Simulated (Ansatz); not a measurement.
Reaction (hydrogenolysis of the Al–Ga bond): `[OH][Al]([GaH2])[CH2]F` + H₂ → `[OH][AlH][CH2]F` + `[GaH3]`

Isolated molecules relaxed with PBE0-D4/def2-TZVP in Ansatz; ΔE leaves out vibrations. CBS: MP2 limit from def2 TZ/QZ plus the TZ coupled-cluster correction, frozen cores. This one scheme is used for every species. Functionals use def2-TZVPP. For Ga outer-core shells are correlated without core-valence functions, which leaves a few kJ/mol of doubt a bond. Scalar relativity is left out up to krypton. One conformer a species, not always the lowest.

`[OH][Al]([GaH2])[CH2]F`:

Z-matrix (Å, degrees):
```
C
F 1 1.408
Al 1 1.990 2 106.9
H 1 1.097 2 107.3 3 122.9
H 1 1.097 2 107.3 3 -122.8
Ga 3 2.510 1 120.6 2 -0.1
O 3 1.701 1 120.2 2 180.0
H 6 1.578 3 122.4 1 -89.7
H 6 1.578 3 122.5 1 89.6
H 7 0.956 3 126.1 1 -0.0
```

H₂:

Cartesian coordinates in Å:
```
H -0.291 0.020 0.233
H 0.291 -0.020 -0.233
```

`[OH][AlH][CH2]F`:

```xyz
8

O     0.985    1.703    0.134
Al    0.721    0.035    0.288
C    -1.052   -0.570   -0.339
F    -1.176   -1.956   -0.176
H     1.790    2.148    0.392
H     1.826   -0.924    0.889
H    -1.220   -0.342   -1.398
H    -1.874   -0.094    0.209
```

`[GaH3]`:

Z-matrix (Å, degrees):
```
Ga
H 1 1.568
H 1 1.568 2 120.0
H 1 1.568 2 120.0 3 -179.9
```

Problem. Is it downhill or uphill in electronic energy at CCSD(T)/CBS, and by how much? (Estimate.)

Solution. Ansatz gave: Uphill: ΔE = +11.4 kJ/mol.

Problem. What do these levels give: B97M-V, PBE0-D4, CAM-B3LYP-D4, PBE, revPBE, CCSD/CBS(def2)? (An estimate is asked.)

Solution. Ansatz gave: B97M-V -11.0, PBE0-D4 13.6, CAM-B3LYP-D4 0.8, PBE 15.8, revPBE 14.3, CCSD/CBS(def2) 7.0 kJ/mol.

Largest T1 diagnostic among the species: 0.013.

In def2-TZVPP, CCSD(T) changes the Hartree–Fock value by +26.3 kJ/mol (the triples alone add +4.5 kJ/mol) and MP2 by +25.8 kJ/mol. From r2SCAN to r2SCAN0 (25 % exact exchange), in def2-TZVPP and without D4, ΔE moves by −3.8 kJ/mol.
